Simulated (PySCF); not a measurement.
## Vibration and rotation of KBe

PBE constants of KBe, ²Σ⁺ (doublet), unpaired electrons σ ↑ (K 3-21G, Be 3-21G; no relativity (PySCF 2.14); masses 38.9637 and 9.0122 u):

```
ωe           : 153.2 cm⁻¹
ωexe         : 1.8 cm⁻¹
Be           : 0.19212 cm⁻¹
αe           : 0.00297 cm⁻¹
De to K + Be : 0.349 eV
```

What force constant and bond length do these constants imply?

Reduced mass μred = 7.3193 u; k = 5.8918×10⁻⁷·μred·ωe² (u, cm⁻¹, mdyn/Å) = 0.101 mdyn/Å; Re = √(16.8576/(μred·Be)) (u, cm⁻¹, Å) = 3.462 Å.

Estimate the centrifugal constant D from the Kratzer relation and find the Dunham coefficient a1.

D = 4Be³/ωe² = 1.21e-06 cm⁻¹; a1 = −1 − αeωe/(6Be²) = -3.05.

The bond is weak. Basis-set superposition, not corrected here, can be much of De in a small basis, most of all at correlated wavefunction levels. Functionals without a dispersion term scatter widely for such bonds, and LDA overbinds them. 3-21G is very small, so such numbers show the basis as much as the molecule. The state was picked by a PBE0 search and need not be the measured ground state.
